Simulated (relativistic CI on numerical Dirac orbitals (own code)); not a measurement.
# Line list: Electric-dipole lines, Bi58+

Computed by Dirac-Coulomb-Breit CI, orbitals from a KLI potential per configuration, QED by a radiative potential, unscaled Slater integrals (own radial code, finite nucleus).

Configuration list (outside the closed core [Ne]): 3s2 3p6 3d7, 3s2 3p5 3d8, 3s2 3p4 3d9, 3s 3p6 3d8, 3p6 3d9, 3s 3p5 3d9, 3s2 3p6 3d6 4s, 3s2 3p6 3d6 4p, 3s2 3p4 3d8 4s, 3s2 3p6 3d6 4d, 3s2 3p4 3d8 4p, 3s2 3p5 3d7 4s, 3s2 3p6 3d6 4f, 3s2 3p5 3d7 4p, 3s2 3p6 3d5 4s2, 3s 3p6 3d7 4s. Levels of other configurations are missing.

```tsv
λ vac (nm)	Lower	Upper	A (s⁻¹)	E lower (eV)	E upper (eV)
0.48979	3s2 3p6 3d7 2D_5/2 [3]	3s2 3p6 3d6 4p 2F°_7/2 [200]	1.11e+13	24.03	2555.42
0.49054	3s2 3p6 3d7 4F_9/2 [1]	3s2 3p6 3d6 4p 2H°_11/2 [175]	1.58e+13	0.00	2527.51
0.49088	3s2 3p6 3d7 4F_9/2 [1]	3s2 3p6 3d6 4p 4F°_9/2 [173]	1.27e+13	0.00	2525.74
0.49235	3s2 3p6 3d7 4F_9/2 [1]	3s2 3p6 3d6 4p 4D°_7/2 [165]	1.11e+13	0.00	2518.23
1.2248	3s2 3p5 3d8 2G°_7/2 [45]	3s2 3p4 3d9 2D_5/2 [105]	1.31e+13	791.93	1804.24
1.2268	3s2 3p6 3d7 4F_5/2 [13]	3s2 3p5 3d8 2D°_5/2 [70]	5.13e+12	239.65	1250.25
1.2311	3s2 3p6 3d7 2H_9/2 [15]	3s2 3p5 3d8 2F°_7/2 [71]	9.57e+12	249.81	1256.95
1.2391	3s2 3p5 3d8 2G°_9/2 [40]	3s2 3p4 3d9 2F_7/2 [97]	1.08e+13	688.17	1688.79
1.2433	3s2 3p6 3d7 2G_7/2 [17]	3s2 3p5 3d8 2D°_5/2 [70]	8.45e+12	253.00	1250.25
1.2435	3s2 3p6 3d7 4F_9/2 [5]	3s2 3p5 3d8 2G°_9/2 [55]	3.90e+12	123.24	1120.27
1.2464	3s2 3p6 3d7 4P_3/2 [6]	3s2 3p5 3d8 2P°_3/2 [56]	4.51e+12	127.67	1122.43
1.2491	3s2 3p6 3d7 4F_7/2 [4]	3s2 3p5 3d8 4D°_7/2 [52]	3.72e+12	115.80	1108.36
1.2508	3s2 3p6 3d7 2D_3/2 [19]	3s2 3p5 3d8 2D°_3/2 [74]	1.29e+13	370.95	1362.21
1.2531	3s2 3p5 3d8 2H°_11/2 [35]	3s2 3p4 3d9 2G_9/2 [92]	1.25e+13	665.82	1655.20
1.2558	3s2 3p6 3d7 2H_11/2 [9]	3s2 3p5 3d8 2G°_9/2 [55]	1.01e+13	133.00	1120.27
1.2564	3s2 3p6 3d7 2F_7/2 [10]	3s2 3p5 3d8 2F°_5/2 [58]	8.12e+12	141.93	1128.75
1.2586	3s2 3p6 3d7 4F_9/2 [5]	3s2 3p5 3d8 4D°_7/2 [52]	3.98e+12	123.24	1108.36
1.2679	3s2 3p6 3d7 4P_5/2 [7]	3s2 3p5 3d8 4D°_7/2 [52]	4.34e+12	130.48	1108.36
1.2718	3s2 3p6 3d7 2H_9/2 [15]	3s2 3p5 3d8 2H°_9/2 [68]	5.24e+12	249.81	1224.70
1.2725	3s2 3p6 3d7 2D_5/2 [18]	3s2 3p5 3d8 2F°_7/2 [71]	4.26e+12	282.64	1256.95
1.4240	3s2 3p4 3d9 4F_9/2 [50]	3s 3p5 3d9 2F°_7/2 [111]	8.77e+12	1077.07	1947.74
1.4357	3s2 3p5 3d8 2F°_7/2 [22]	3s 3p6 3d8 4P_5/2 [77]	5.87e+12	531.34	1394.94
1.4375	3s2 3p5 3d8 4G°_11/2 [20]	3s 3p6 3d8 4F_9/2 [76]	7.89e+12	515.92	1378.40
1.4438	3s2 3p5 3d8 4G°_9/2 [29]	3s 3p6 3d8 4F_7/2 [81]	6.67e+12	641.35	1500.09
1.4571	3s2 3p5 3d8 2H°_11/2 [35]	3s 3p6 3d8 2G_9/2 [84]	5.10e+12	665.82	1516.73
1.4761	3s2 3p5 3d8 4F°_9/2 [23]	3s 3p6 3d8 4F_9/2 [76]	3.24e+12	538.46	1378.40
2.1802	3s2 3p6 3d7 4F_9/2 [1]	3s2 3p5 3d8 4D°_7/2 [25]	3.32e+12	0.00	568.68
2.1808	3s2 3p5 3d8 2G°_9/2 [55]	3s2 3p4 3d9 2F_7/2 [97]	4.00e+12	1120.27	1688.79
2.1991	3s2 3p6 3d7 4F_7/2 [4]	3s2 3p5 3d8 4D°_5/2 [37]	1.77e+12	115.80	679.61
2.2057	3s2 3p6 3d7 4F_9/2 [5]	3s2 3p5 3d8 2G°_7/2 [38]	2.76e+12	123.24	685.34
2.2223	3s2 3p6 3d7 2D_5/2 [3]	3s2 3p5 3d8 2P°_3/2 [28]	2.39e+12	24.03	581.94
2.2296	3s2 3p6 3d7 4P_5/2 [7]	3s2 3p5 3d8 4S°_3/2 [39]	2.72e+12	130.48	686.57
2.2333	3s2 3p6 3d7 2H_11/2 [9]	3s2 3p5 3d8 2G°_9/2 [40]	2.51e+12	133.00	688.17
2.2367	3s2 3p5 3d8 4D°_7/2 [25]	3s2 3p4 3d9 2D_5/2 [57]	3.84e+12	568.68	1123.01
2.2635	3s2 3p6 3d7 2D_5/2 [3]	3s2 3p5 3d8 2D°_5/2 [27]	1.68e+12	24.03	571.79
2.2871	3s2 3p6 3d7 2H_9/2 [15]	3s2 3p5 3d8 2G°_7/2 [45]	1.74e+12	249.81	791.93
2.3019	3s2 3p5 3d8 4F°_9/2 [23]	3s2 3p4 3d9 4F_9/2 [50]	1.69e+12	538.46	1077.07
2.3026	3s2 3p6 3d7 4F_9/2 [1]	3s2 3p5 3d8 4F°_9/2 [23]	1.65e+12	0.00	538.46
2.3064	3s2 3p6 3d7 2P_3/2 [2]	3s2 3p5 3d8 2P°_1/2 [24]	2.06e+12	15.11	552.68
2.3270	3s2 3p6 3d7 2H_11/2 [9]	3s2 3p5 3d8 2H°_11/2 [35]	7.06e+11	133.00	665.82
2.3299	3s2 3p6 3d7 4F_7/2 [4]	3s2 3p5 3d8 4F°_7/2 [30]	7.38e+11	115.80	647.95
2.3319	3s2 3p5 3d8 2G°_9/2 [40]	3s2 3p4 3d9 2F_7/2 [65]	2.39e+12	688.17	1219.85
2.3467	3s2 3p6 3d7 2F_7/2 [10]	3s2 3p5 3d8 2G°_7/2 [36]	1.18e+12	141.93	670.26
2.3930	3s2 3p6 3d7 4F_9/2 [5]	3s2 3p5 3d8 4G°_9/2 [29]	4.65e+11	123.24	641.35
2.4089	3s2 3p6 3d7 2P_3/2 [2]	3s2 3p5 3d8 2D°_5/2 [21]	5.91e+11	15.11	529.81
```

Terms are leading LS components. Brackets give the number of a level in order of energy, since labels repeat. The list gives strong lines, with weight on those to low levels, without lines whose two gauges differ by over a factor of 2.5, among the lowest 200 of 2750 levels, so that lines to higher ones, which can be the strongest, are missing. Levels whose partners in the same complex of configurations lie outside the list can be far off, and so can their lines. Rates are taken at the computed energies, electric ones in the length gauge.

At this charge energies of transitions that change n are usually good to better than 1 %, and those within a shell (Δn = 0) to a few per cent.

LS names give the leading component of a level, which can be under half, so a name can repeat, a term be missing and a line seem to break the LS rules.
